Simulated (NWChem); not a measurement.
The numbers come from NWChem runs, not from measurements. System: H2GeS, charge 0, spin multiplicity 1, at a geometry optimised with B3LYP/def2-SVP. The structure started from a generated list of species. Level: RHF/def2-TZVP.

The NWChem input:

```
start mol
memory heap 200 mb stack 800 mb global 1000 mb
geometry units angstroms nocenter noautoz
  Ge    -0.532409    -0.550931     0.000000
  H      0.640201    -1.643380     0.000000
  S      1.015476     1.072375     0.000000
  H      0.149254     2.115170     0.000000
  symmetry group Cs
end
basis spherical
  * library def2-tzvp
end
scf
  rhf
  nopen 0
  maxiter 100
  thresh 1e-7
  semidirect memsize 60000000 filesize 0
end
task scf energy
```

Part of the output:

```
             Northwest Computational Chemistry Package (NWChem) 7.3.0
             --------------------------------------------------------

                                NWChem Input Module
                                -------------------

 Scaling coordinates for geometry "geometry" by  1.889725989
 (inverse scale =  0.529177249)

 Turning off AUTOSYM since
 SYMMETRY directive was detected!

                             Geometry "geometry" -> ""
                             -------------------------

 Output coordinates in angstroms (scale by  1.889725989 to convert to a.u.)

  No.       Tag          Charge          X              Y              Z
 ---- ---------------- ---------- -------------- -------------- --------------
    1 Ge                  32.0000    -0.53240900    -0.55093100     0.00000000
    2 H                    1.0000     0.64020100    -1.64338000     0.00000000
    3 S                   16.0000     1.01547600     1.07237500     0.00000000
    4 H                    1.0000     0.14925400     2.11517000     0.00000000

 Effective nuclear repulsion energy (a.u.)     146.9859637337

            Nuclear Dipole moment (a.u.)
            ----------------------------
        X                 Y               Z
 ---------------- ---------------- ----------------
    -0.0000321253    -0.0000037795     0.0000000000

      Symmetry information
      --------------------

 Group name             Cs
 Group number              2
 Group order               2
 No. of unique centers     4

      Symmetry unique atoms

     1    2    3    4


 Summary of "ao basis" -> "" (spherical)
 ------------------------------------------------------------------------------
       Tag                 Description            Shells   Functions and Types
 ---------------- ------------------------------  ------  ---------------------
 *                         def2-tzvp                  on all atoms

 Summary of "ao basis" -> "ao basis" (spherical)
 ------------------------------------------------------------------------------
       Tag                 Description            Shells   Functions and Types
 ---------------- ------------------------------  ------  ---------------------
 Ge                        def2-tzvp                16       48   6s5p4d1f
 H                         def2-tzvp                 4        6   3s1p
 S                         def2-tzvp                13       37   5s5p2d1f

                                 NWChem SCF Module
                                 -----------------

  ao basis        = "ao basis"
  functions       =    97
  atoms           =     4
  closed shells   =    25
  open shells     =     0
  charge          =   0.00
  wavefunction    = RHF
  use symmetry    = T
  symmetry adapt  = T

 Summary of "ao basis" -> "ao basis" (spherical)
 ------------------------------------------------------------------------------
       Tag                 Description            Shells   Functions and Types
 ---------------- ------------------------------  ------  ---------------------
 Ge                        def2-tzvp                16       48   6s5p4d1f
 H                         def2-tzvp                 4        6   3s1p
 S                         def2-tzvp                13       37   5s5p2d1f

      Symmetry analysis of basis
      --------------------------

        a'         67
        a"         30

 Forming initial guess at       0.1s

      Superposition of Atomic Density Guess
      -------------------------------------
[...]
       ------------------

         Total SCF energy =  -2474.078186911449
      One-electron energy =  -3739.575583019945
      Two-electron energy =   1118.511432374796
 Nuclear repulsion energy =    146.985963733700

        Time for solution =      1.2s

       Symmetry analysis of molecular orbitals - final
       -----------------------------------------------

  Numbering of irreducible representations:

     1 a'          2 a"

  Orbital symmetries:

     1 a'          2 a'          3 a'          4 a"          5 a'
     6 a'          7 a'          8 a'          9 a'         10 a'
    11 a"         12 a"         13 a'         14 a'         15 a'
    16 a"         17 a"         18 a'         19 a'         20 a'
    21 a'         22 a'         23 a'         24 a"         25 a'
    26 a"         27 a'         28 a'         29 a'         30 a'
    31 a"         32 a'         33 a"         34 a'         35 a'

             Final eigenvalues
             -----------------

              1
    1 -405.2539
    2  -91.9549
    3  -52.1608
    4  -46.2485
    5  -46.2470
    6  -46.2462
    7   -8.9597
    8   -7.2033
    9   -6.6407
   10   -6.6399
   11   -6.6396
   12   -5.1797
   13   -5.1749
   14   -5.1717
   15   -1.6545
   16   -1.6526
   17   -1.6481
   18   -1.6451
   19   -1.6415
   20   -0.9598
   21   -0.6605
   22   -0.5246
   23   -0.4384
   24   -0.3877
   25   -0.3429
   26    0.0167
   27    0.1115
   28    0.1425
   29    0.1735
   30    0.2723
   31    0.2914
   32    0.3012
   33    0.3272
   34    0.3305
   35    0.3406

                       ROHF Final Molecular Orbital Analysis
                       -------------------------------------

 Vector   23  Occ=2.000000D+00  E=-4.383544D-01  Symmetry=a'
              MO Center=  5.0D-01, -1.1D-01, -2.7D-15, r^2= 3.1D+00
   Bfn.  Coefficient  Atom+Function         Bfn.  Coefficient  Atom+Function
  ----- ------------  ---------------      ----- ------------  ---------------
    17      0.286328  1 Ge py                69     -0.258019  3 S  px
    70     -0.235818  3 S  py                50     -0.218694  2 H  s
    20      0.173687  1 Ge py                72     -0.160989  3 S  px

 Vector   24  Occ=2.000000D+00  E=-3.877306D-01  Symmetry=a"
              MO Center=  8.6D-01,  9.4D-01, -1.3D-15, r^2= 1.8D+00
   Bfn.  Coefficient  Atom+Function         Bfn.  Coefficient  Atom+Function
  ----- ------------  ---------------      ----- ------------  ---------------
    71      0.493285  3 S  pz                74      0.362244  3 S  pz
    68      0.216213  3 S  pz                62     -0.174733  3 S  pz

 Vector   25  Occ=2.000000D+00  E=-3.428638D-01  Symmetry=a'
              MO Center= -4.1D-01, -3.0D-01, -8.0D-16, r^2= 3.4D+00
   Bfn.  Coefficient  Atom+Function         Bfn.  Coefficient  Atom+Function
  ----- ------------  ---------------      ----- ------------  ---------------
     6      0.436890  1 Ge s                 16     -0.341219  1 Ge px
    19     -0.316136  1 Ge px                 5      0.304270  1 Ge s
    69      0.228846  3 S  px                72      0.194351  3 S  px
     4     -0.158116  1 Ge s                 50     -0.154641  2 H  s

 Vector   26  Occ=0.000000D+00  E= 1.673519D-02  Symmetry=a"
              MO Center= -4.4D-01, -4.8D-01,  8.8D-15, r^2= 3.6D+00
   Bfn.  Coefficient  Atom+Function         Bfn.  Coefficient  Atom+Function
  ----- ------------  ---------------      ----- ------------  ---------------
    21      0.795413  1 Ge pz                18      0.329923  1 Ge pz
    74     -0.274593  3 S  pz                12     -0.168796  1 Ge pz
    71     -0.152808  3 S  pz

 Vector   27  Occ=0.000000D+00  E= 1.115279D-01  Symmetry=a'
              MO Center= -2.9D-01,  3.3D-02, -2.3D-18, r^2= 5.9D+00
   Bfn.  Coefficient  Atom+Function         Bfn.  Coefficient  Atom+Function
  ----- ------------  ---------------      ----- ------------  ---------------
    20      1.185287  1 Ge py                59     -1.065355  3 S  s
    72      0.669671  3 S  px                51      0.624418  2 H  s
    94      0.619822  4 H  s                 17      0.190144  1 Ge py
    19      0.168698  1 Ge px                 6      0.163379  1 Ge s

 Vector   28  Occ=0.000000D+00  E= 1.425448D-01  Symmetry=a'
              MO Center=  1.3D-01,  4.3D-01, -2.5D-16, r^2= 6.4D+00
   Bfn.  Coefficient  Atom+Function         Bfn.  Coefficient  Atom+Function
  ----- ------------  ---------------      ----- ------------  ---------------
     6      1.342960  1 Ge s                 94     -1.273538  4 H  s
    73      1.261038  3 S  py                19      1.244527  1 Ge px
    51     -0.968801  2 H  s                 20      0.250891  1 Ge py
    70      0.167239  3 S  py

 center of mass
 --------------
 x =  -0.10672204 y =  -0.10444815 z =   0.00000000

 moments of inertia (a.u.)
 ------------------
         236.067951713046        -197.910111914686           0.000000000000
        -197.910111914686         192.889351717635           0.000000000000
           0.000000000000           0.000000000000         428.957303430681

  Mulliken analysis of the total density
  --------------------------------------

    Atom       Charge   Shell Charges
 -----------   ------   -------------------------------------------------------
    1 Ge  32    31.73   2.00  2.00  1.17  0.78  0.98  0.84  5.98  4.42  1.58  0.99  0.81  8.92  1.09  0.04  0.11  0.02
    2 H    1     1.03   0.22  0.57  0.23  0.01
    3 S   16    16.39   2.01  0.49  1.48  1.04  0.83  4.18  1.69  0.87  2.41  1.29  0.03  0.07  0.01
    4 H    1     0.85   0.23  0.49  0.10  0.02

       Multipole analysis of the density wrt the origin
       ------------------------------------------------

     L   x y z        total         open         nuclear
     -   - - -        -----         ----         -------
     0   0 0 0     -0.000000      0.000000     50.000000

     1   1 0 0     -0.492671      0.000000     -0.000032
     1   0 1 0     -0.061702      0.000000     -0.000004
     1   0 0 1      0.000000      0.000000      0.000000

     2   2 0 0    -26.865563      0.000000     92.854447
     2   1 1 0     -0.812887      0.000000     93.109793
     2   1 0 1     -0.000000      0.000000      0.000000
     2   0 2 0    -22.861470      0.000000    126.013043
     2   0 1 1     -0.000000      0.000000      0.000000
     2   0 0 2    -23.194375      0.000000      0.000000

 Task  times  cpu:        3.9s     wall:        3.9s

 Total times  cpu:        3.9s     wall:        3.9s
```
